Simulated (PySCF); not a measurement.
Species: C5H7ClO2Si.
Numbering: `[O:1]=[C:2]1[CH2:3][CH:4]=[CH:5][O:6][C@@H:7]1[SiH2:8][Cl:9]`

NICS is the negative of the GIAO shielding at a point without a nucleus: at the ring centre (0) and 1 Å above and below it (1); zz is the component along the ring normal. Level: GIAO PBE0/pcSseg-1 (PySCF, non-relativistic, gas phase) on the GFN2-xTB geometry, one conformer.

Ring bond lengths (Å), with Mayer bond orders in brackets: C2–C3 1.508 (0.99), C3–C4 1.497 (1.02), C4–C5 1.324 (1.83), C5–O6 1.354 (1.02), O6–C7 1.424 (0.84), C7–C2 1.491 (0.98).

Task: Give the NICS values of each ring in ppm.

Result: 
```tsv
ring	type	NICS(0)	NICS(1), two faces	NICS(1)zz, two faces	rms pucker (Å)	centre to ring atoms, mean (Å)
C2–C3–C4–C5–O6–C7	6-membered ring with O; formal bonds 1 double, 5 single	2.4	-0.9 / 0.0	-1.2 / -2.8	0.09	1.43
```

Task: What can be read from them?

Result: 
- C2–C3–C4–C5–O6–C7: mean NICS(1)zz -2.0 ppm, near zero. C3, C7 have four or more neighbours, and the NICS criterion for π rings isn't applied.

Task: At the first NICS(1) probe listed for ring C2–C3–C4–C5–O6–C7, 1 Å off the ring, how large is the induced field along the normal in 7.05 T applied along it?

Result: NICSzz × B0 = -1.2 ppm × 7.05 T = -8 μT, against the applied field.

Task: How shielded are the nuclei of the rings and their hydrogens (means over atoms taken as equivalent)?

Result: 
```
  atoms                    environment  σ isotropic (ppm)  principal values of the symmetric part, first atom (ppm)
     C2         ketone carbonyl carbon              -20.9                                      -103.3, -67.6, 108.3
     C3  sp3 carbon next to a carbonyl              147.6                                       127.2, 154.1, 161.6
     C4               alkene CH carbon               87.4                                        -9.5, 112.6, 159.3
     C5  vinylic carbon bearing oxygen               37.1                                        -68.3, 63.0, 116.6
     O6            cyclic ether oxygen              218.2                                       129.8, 261.3, 263.6
     C7     sp3 carbon bound to oxygen              103.3                                        89.7, 102.9, 117.3
H on C3             methylene hydrogen              28.72                                          24.4, 27.7, 34.0
H on C3             methylene hydrogen              28.54                                          25.2, 28.4, 32.0
H on C4               vinylic hydrogen              26.91                                          24.2, 27.5, 29.0
H on C5               vinylic hydrogen              25.05                                          22.3, 26.1, 26.7
H on C7               methine hydrogen              26.93                                          22.9, 27.5, 30.3
```

The values belong to the conformer `[O:1]=[C:2]1[CH2:3][CH:4]=[CH:5][O:6][C@@H:7]1[SiH2:8][Cl:9]`: O6–C7–Si8–Cl9 -64°.
